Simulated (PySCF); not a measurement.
# Nickel: a sound run and one with changed settings

Sound run: Ni⁺ [Ar] 3d9, Ni²⁺ [Ar] 3d8. All numbers are calculated (PySCF 2.14, scalar relativity by spin-free X2C-1e, in jorge-DZP-DKH (8s6p2d1f, 43 functions)). The sound run starts from symmetry-adapted Hartree-Fock orbitals and uses a fine grid where one is needed.

Changed run: 6 angular points. This setting is unsound on purpose.

```json
{"species": "Ni⁺", "method": "UHF", "sound run (hartree)": "-1518.67849", "changed run (hartree)": "-1518.67849", "converged": "yes"}
{"species": "Ni⁺", "method": "LDA", "sound run (hartree)": "-1517.37719", "changed run (hartree)": "-1520.61203", "converged": "yes"}
{"species": "Ni⁺", "method": "PBE", "sound run (hartree)": "n/a", "changed run (hartree)": "-1523.21089", "converged": "yes"}
{"species": "Ni²⁺", "method": "UHF", "sound run (hartree)": "-1518.14844", "changed run (hartree)": "-1518.14844", "converged": "yes"}
{"species": "Ni²⁺", "method": "LDA", "sound run (hartree)": "-1516.70052", "changed run (hartree)": "-1517.17783", "converged": "yes"}
{"species": "Ni²⁺", "method": "PBE", "sound run (hartree)": "-1519.25223", "changed run (hartree)": "-1519.79946", "converged": "yes"}
```

Ionisation energy of Ni⁺:

```json
{"method": "UHF", "sound run (eV)": "14.423", "changed run (eV)": "14.423"}
```

A coarse angular grid integrates products of high-l functions wrongly, so density functionals can shift, and the SCF can exploit the error; Hartree-Fock and MP2 need no grid.

For comparison, NIST gives 18.169 eV between the lowest levels.
